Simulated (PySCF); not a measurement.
PySCF input (MN15/def2-TZVPD):

```python
from pyscf import gto, scf, dft

mol = gto.M(
    atom='''
    Ga   -0.00000000   -0.00000000   -0.38781025
    F     0.00000000    0.00000000    1.33579087
    ''',
    basis='def2-tzvpd',
    charge=1,
    spin=1,
    symmetry='C2v',
    verbose=4,
)

mf = dft.UKS(mol, xc='mn15').density_fit(auxbasis='def2-universal-jkfit')
mf.grids.level = 4
mf.conv_tol = 1e-9
mf.max_cycle = 100
mf.max_memory = 1500
mf.kernel()
if not mf.converged:
    mf = mf.newton()
    mf.kernel(mf.make_rdm1())
mf.analyze()
```

End of the output:

```
Extra cycle  E= -2024.63251379175  delta_E= -1.32e-11  |g|= 1.29e-05  |ddm|= 1.39e-05
converged SCF energy = -2024.63251379175  <S^2> = 0.75364174  2S+1 = 2.0036384
**** SCF Summaries ****
Total Energy =                       -2024.632513791753581
Nuclear Repulsion Energy =              85.658125962856190
One-electron Energy =                -2980.396450265939166
Two-electron Energy =                  870.105810511329310
Two-electron Coulomb Energy =          955.526061726330795
DFT Exchange-Correlation Energy =      -85.420251215001443
HOMO-LUMO gap [eV] =                     5.079630252889225
Wave-function symmetry = A1
alpha occupancy for each irrep:     A1   A2   B1   B2
                                    11    1    4    4
beta  occupancy for each irrep:     A1   A2   B1   B2
                                    10    1    4    4
**** MO energy ****
alpha MO #1 (A1 #1), energy= -370.469584862028 occ= 1
alpha MO #2 (A1 #2), energy= -45.2748981423447 occ= 1
alpha MO #3 (B1 #1), energy= -40.7394425515403 occ= 1
alpha MO #4 (B2 #1), energy= -40.7394425515402 occ= 1
alpha MO #5 (A1 #3), energy= -40.7360671922602 occ= 1
alpha MO #6 (A1 #4), energy= -24.5273791580733 occ= 1
alpha MO #7 (A1 #5), energy= -5.6104163462228 occ= 1
alpha MO #8 (B1 #2), energy= -4.1040327134127 occ= 1
alpha MO #9 (B2 #2), energy= -4.10403271341267 occ= 1
alpha MO #10 (A1 #6), energy= -4.09353647120371 occ= 1
alpha MO #11 (A1 #7), energy= -1.4544704362759 occ= 1
alpha MO #12 (A2 #1), energy= -1.26644602987223 occ= 1
alpha MO #13 (A1 #8), energy= -1.26644600415159 occ= 1
alpha MO #14 (B1 #3), energy= -1.25995084898499 occ= 1
alpha MO #15 (B2 #3), energy= -1.259950848985 occ= 1
alpha MO #16 (A1 #9), energy= -1.24812989507298 occ= 1
alpha MO #17 (A1 #10), energy= -0.794721548098167 occ= 1
alpha MO #18 (B1 #4), energy= -0.718018230696476 occ= 1
alpha MO #19 (B2 #4), energy= -0.718018230696478 occ= 1
alpha MO #20 (A1 #11), energy= -0.632688684104451 occ= 1
alpha MO #21 (B1 #5), energy= -0.300855572071754 occ= 0
alpha MO #22 (B2 #5), energy= -0.300855572071749 occ= 0
alpha MO #23 (A1 #12), energy= -0.190550793358213 occ= 0
alpha MO #24 (A1 #13), energy= -0.0983481379308492 occ= 0
alpha MO #25 (A2 #2), energy= -0.0521829205952282 occ= 0
alpha MO #26 (A1 #14), energy= -0.0521829174796977 occ= 0
alpha MO #27 (B1 #6), energy= -0.0362943949926233 occ= 0
alpha MO #28 (B2 #6), energy= -0.0362943949926233 occ= 0
alpha MO #29 (A1 #15), energy= -0.0173345395104941 occ= 0
alpha MO #30 (A1 #16), energy= 0.00607070694046857 occ= 0
alpha MO #31 (B1 #7), energy= 0.0232451068696822 occ= 0
alpha MO #32 (B2 #7), energy= 0.0232451068696804 occ= 0
alpha MO #33 (A2 #3), energy= 0.108625772338397 occ= 0
alpha MO #34 (A1 #17), energy= 0.108625783999094 occ= 0
alpha MO #35 (A1 #18), energy= 0.114255648344747 occ= 0
alpha MO #36 (B1 #8), energy= 0.121951130717937 occ= 0
alpha MO #37 (B2 #8), energy= 0.121951130717937 occ= 0
alpha MO #38 (A1 #19), energy= 0.133384531706921 occ= 0
alpha MO #39 (B1 #9), energy= 0.137733759255251 occ= 0
alpha MO #40 (B2 #9), energy= 0.137733759255251 occ= 0
alpha MO #41 (A1 #20), energy= 0.20227462165316 occ= 0
alpha MO #42 (A1 #21), energy= 0.288391902846421 occ= 0
alpha MO #43 (A1 #22), energy= 0.349741064055941 occ= 0
alpha MO #44 (A2 #4), energy= 0.349741197658426 occ= 0
alpha MO #45 (B1 #10), energy= 0.498071886213701 occ= 0
alpha MO #46 (B2 #10), energy= 0.498071886213701 occ= 0
alpha MO #47 (A1 #23), energy= 0.527862432443342 occ= 0
alpha MO #48 (B1 #11), energy= 0.614762407693249 occ= 0
alpha MO #49 (B2 #11), energy= 0.614762407693264 occ= 0
alpha MO #50 (B1 #12), energy= 0.670562444468677 occ= 0
alpha MO #51 (B2 #12), energy= 0.670562444468682 occ= 0
alpha MO #52 (A2 #5), energy= 0.677592504489673 occ= 0
alpha MO #53 (A1 #24), energy= 0.67759250851722 occ= 0
alpha MO #54 (A1 #25), energy= 0.694684377834336 occ= 0
alpha MO #55 (B1 #13), energy= 0.697919486857481 occ= 0
alpha MO #56 (B2 #13), energy= 0.697919486857471 occ= 0
alpha MO #57 (A2 #6), energy= 0.781316698397495 occ= 0
alpha MO #58 (A1 #26), energy= 0.781316732685063 occ= 0
alpha MO #59 (A1 #27), energy= 0.880234190807499 occ= 0
alpha MO #60 (B1 #14), energy= 0.988873777235093 occ= 0
alpha MO #61 (B2 #14), energy= 0.988873777235098 occ= 0
alpha MO #62 (A1 #28), energy= 1.00341764970756 occ= 0
alpha MO #63 (A1 #29), energy= 1.1366271655417 occ= 0
alpha MO #64 (A1 #30), energy= 1.91642613290506 occ= 0
alpha MO #65 (A2 #7), energy= 2.00293847368773 occ= 0
alpha MO #66 (A1 #31), energy= 2.00294379780907 occ= 0
alpha MO #67 (B1 #15), energy= 2.03835212658 occ= 0
alpha MO #68 (B2 #15), energy= 2.03835212657995 occ= 0
alpha MO #69 (A2 #8), energy= 2.07024112758233 occ= 0
alpha MO #70 (A1 #32), energy= 2.070248320198 occ= 0
alpha MO #71 (B1 #16), energy= 2.17397867560587 occ= 0
alpha MO #72 (B2 #16), energy= 2.17397867560594 occ= 0
alpha MO #73 (A1 #33), energy= 2.49146756823307 occ= 0
alpha MO #74 (B1 #17), energy= 2.87852965804762 occ= 0
alpha MO #75 (B2 #17), energy= 2.87852965804762 occ= 0
alpha MO #76 (B1 #18), energy= 3.08853989733543 occ= 0
alpha MO #77 (B2 #18), energy= 3.08853989733542 occ= 0
alpha MO #78 (A1 #34), energy= 3.15530445661037 occ= 0
alpha MO #79 (A1 #35), energy= 3.44595329067236 occ= 0
alpha MO #80 (A1 #36), energy= 3.90230610949745 occ= 0
alpha MO #81 (A1 #37), energy= 4.84378352504645 occ= 0
alpha MO #82 (A1 #38), energy= 6.51969395399168 occ= 0
alpha MO #83 (A2 #9), energy= 6.51973401821287 occ= 0
alpha MO #84 (B1 #19), energy= 6.5283100577284 occ= 0
alpha MO #85 (B2 #19), energy= 6.52831005772838 occ= 0
alpha MO #86 (B1 #20), energy= 6.58990765395922 occ= 0
alpha MO #87 (B2 #20), energy= 6.58990765395922 occ= 0
alpha MO #88 (A1 #39), energy= 6.64496258956941 occ= 0
alpha MO #89 (A2 #10), energy= 8.03057600313167 occ= 0
alpha MO #90 (A1 #40), energy= 8.03061245560571 occ= 0
alpha MO #91 (B1 #21), energy= 8.102454100759 occ= 0
alpha MO #92 (B2 #21), energy= 8.10245410075931 occ= 0
alpha MO #93 (A1 #41), energy= 8.39929053296284 occ= 0
alpha MO #94 (A1 #42), energy= 54.5204418967703 occ= 0
beta  MO #1 (A1 #1), energy= -370.468528831931 occ= 1
beta  MO #2 (A1 #2), energy= -45.2743911107107 occ= 1
beta  MO #3 (B1 #1), energy= -40.7391846745115 occ= 1
beta  MO #4 (B2 #1), energy= -40.7391846745114 occ= 1
beta  MO #5 (A1 #3), energy= -40.7383397303904 occ= 1
beta  MO #6 (A1 #4), energy= -24.5223655616999 occ= 1
beta  MO #7 (A1 #5), energy= -5.60748461179075 occ= 1
beta  MO #8 (B1 #2), energy= -4.10403737214502 occ= 1
[...]
```
